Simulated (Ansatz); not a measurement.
**Ligand exchange: C2H7In + Ga(CH3)2(NH2) → C2H8InN + GaH(CH3)2**

Gas-phase species: C2H7In `C[CH2][InH2]`, singlet; Ga(CH3)2(NH2), singlet; C2H8InN `C[CH2][InH][NH2]`, singlet; GaH(CH3)2, singlet. The partners trade H for NH2: In–H and Ga–NH2 bonds give way to In–NH2 and Ga–H.

Shapes, held fixed at every level: PBE0-D4/def2-TZVP. Flexible molecules stand in one conformer, not always the lowest. Programs: Ansatz 0.2.0. Electronic energies: no zero-point or thermal term.

| level | kind | ΔE (kJ/mol) | less CCSD(T)/def2-TZVPP |
| --- | --- | --- | --- |
| HF/def2-TZVPP | Hartree–Fock | +37.4 | +4.5 |
| SPW92/def2-TZVPP | LDA | +32.7 | -0.2 |
| r2SCAN-D4/def2-TZVPP | meta-GGA | +31.5 | -1.4 |
| BHLYP-D4/def2-TZVPP | global hybrid | +34.2 | +1.3 |
| wB97M-V/def2-TZVPP | range-separated hybrid | +31.6 | -1.3 |
| wB97X-V/def2-TZVPP | range-separated hybrid | +31.7 | -1.2 |
| CCSD/def2-SVP | coupled cluster or CI | +41.4 | +8.5 |
| CCSD(T)/def2-TZVPP | coupled cluster or CI | +32.9 | 0.0 |

The highest level, CCSD(T)/def2-TZVPP, gives ΔE = +32.9 kJ/mol; the levels span +31.5 to +41.4. The column of differences is taken from that level and isn't an error. No measured value is set beside it here. For atoms past krypton def2 sets carry core potentials with scalar relativity. Relativity is left out for Ga. Outer-core shells of Ga, In are correlated, in sets that cover them unevenly.
